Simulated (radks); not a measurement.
Results of a calculation; reference values are marked as such.
Te3+, configuration [Kr] 4d9.5 5s0.5 5p3 (fractional occupations, a model configuration).

Code: a radial shooting solver on a logarithmic mesh with Libxc functionals. Model: Dirac Kohn-Sham, PBE, spin-unpolarised, spherical densities, point nucleus; open shells are shared between the two j in proportion to 2j + 1.

Energy parts (hartree):
part                        energy
total                  -6793.39520
kinetic                 7184.86883
electron-nucleus      -16437.47794
Hartree                 2634.02250
exchange-correlation    -174.80859

Orbitals (lengths in bohr, moments of r in powers of bohr; r(90%) holds 90 % of the orbital's charge):
| orbital | occ. | eigenvalue (hartree) | r(90%) |
|---|---|---|---|
| 1s1/2 | 2 | -1162.941 | 0.0500 |
| 2s1/2 | 2 | -179.4706 | 0.185 |
| 2p1/2 | 2 | -168.2330 | 0.165 |
| 2p3/2 | 4 | -158.1455 | 0.173 |
| 3s1/2 | 2 | -36.83370 | 0.473 |
| 3p1/2 | 2 | -32.21517 | 0.470 |
| 3p3/2 | 4 | -30.33442 | 0.486 |
| 3d3/2 | 4 | -22.19216 | 0.464 |
| 3d5/2 | 6 | -21.79883 | 0.469 |
| 4s1/2 | 2 | -7.39590 | 1.10 |
| 4p1/2 | 2 | -5.80342 | 1.17 |
| 4p3/2 | 4 | -5.44259 | 1.21 |
| 4d3/2 | 3.8 | -2.89001 | 1.44 |
| 4d5/2 | 5.7 | -2.83410 | 1.46 |
| 5s1/2 | 0.5 | -1.66136 | 2.70 |
| 5p1/2 | 1 | -1.27036 | 3.07 |
| 5p3/2 | 2 | -1.22180 | 3.16 |

The highest occupied level is 5p3/2 at -33.247 eV. Summed over all electrons, <r^2> = 35.85 bohr^2, which gives a Langevin (diamagnetic) susceptibility term of -28.4 x 10^-6 cm^3/mol. The density falls to 0.001 e/bohr^3 at r = 3.79 bohr.
